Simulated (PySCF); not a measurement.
Computed shifts of a molecule C4H4Cl2, PySCF with B3LYP/pcSseg-1, GIAO, gas phase, equivalent atoms averaged, in ppm (number of nuclei): ¹³C: 142.3 (2), 39.2 (2). ¹H: 2.85 (4). References: ³⁵Cl against HCl (σ = 933.3 ppm); ¹³C against TMS (σ = 181.3 ppm); ¹H against TMS (σ = 31.68 ppm), references at their B3LYP-D3(BJ)/def2-TZVP geometries, non-relativistic (without spin–orbit terms, shifts of atoms bonded to Cl or Br come out too high). The structure is a stationary point at B3LYP-D3(BJ)/def2-SVP. The values are those of a single conformer.

Which structure fits?
(A) Cl/C=C\C=C/Cl
(B) ClC1=C(Cl)CC1
(C) CC(Cl)=C=CCl
(D) C#CCC(Cl)Cl

B, ClC1=C(Cl)CC1
